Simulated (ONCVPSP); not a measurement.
**What the settings do to the ONCV potential of zinc (Zn)**

Base potential:

```json
{
 "Element": "zinc",
 "Generator": "ONCVPSP 4.0.1",
 "Type": "optimised norm-conserving Vanderbilt (ONCV)",
 "Functional": "PBE",
 "Relativity": "scalar-relativistic",
 "Frozen core": "[Ne]",
 "Valence charge": "20",
 "Reference configuration": "3s2 3p6 3d10 4s1 4p1",
 "Partial waves": "3s+4s: rc 1.15 bohr, ncon 4, nbas 7, qcut 9.6 1/bohr, 2 projectors; 3p+4p: rc 1.30 bohr, ncon 3, nbas 6, qcut 9.9 1/bohr, 2 projectors; 3d: rc 0.75 bohr, ncon 4, nbas 8, qcut 12.1 1/bohr, 2 projectors, debl 2.7 Ha",
 "Local potential": "polynomial inside 0.55 bohr (lpopt 2, dvloc0 0 Ha)",
 "Core correction": "Teter function, fcfact 5, rcfact 1.7"
}
```

Cutoffs, loose and tight: the cutoffs (Ha) at which the residual kinetic energy of the hardest occupied pseudo-wave falls to 1 and 0.1 mHa per electron. They do not see the model core or the augmentation charge, which bear on the density cutoff. Test errors are all-electron minus pseudo excitation energies from the reference, over the configurations 3s2 3p6 3d10 4s2 4p0; 3s2 3p6 3d10 4s1 4p0; 3s2 3p6 3d10 4s0 4p0; 3s2 3p5 3d10 4s2 4p0. A dash means not determined; rows that change the core or the reference have their own tests.

```csv
change,outcome,"cutoff, loose","cutoff, tight",bound ghosts,GHOST(+) flags above zero,largest test error (meV)
base,generated,413 Ha,538 Ha,none,none,+49
s: qcut 6.7; p: qcut 6.9; d: qcut 8.4,generated,–,–,none,"p, d",+173
s: qcut 7.9; p: qcut 8.2; d: qcut 10,generated,440 Ha,596 Ha,none,d,+105
s: qcut 8.7; p: qcut 9; d: qcut 11,generated,429 Ha,568 Ha,none,d,+75
s: qcut 11.1; p: qcut 11.4; d: qcut 14,generated,368 Ha,436 Ha,none,none,+14
```

Task: What comes out with this change to the base: s: qcut 12.7; p: qcut 13.1; d: qcut 16?

Result: outcome: generated; cutoff, loose: 130 Ha; cutoff, tight: 389 Ha; bound ghosts: none; GHOST(+) flags above zero: none; largest test error (meV): +16.

Task: What comes out with this change to the base: s: qcut 10.4; p: qcut 10.7; d: qcut 13?

Result: outcome: generated; cutoff, loose: 397 Ha; cutoff, tight: 462 Ha; bound ghosts: none; GHOST(+) flags above zero: none; largest test error (meV): +31.

Task: What comes out with this change to the base: s: qcut 13.9; p: qcut 14.3; d: qcut 17.5?

Result: outcome: generated; cutoff, loose: 137 Ha; cutoff, tight: 191 Ha; bound ghosts: none; GHOST(+) flags above zero: none; largest test error (meV): +11.
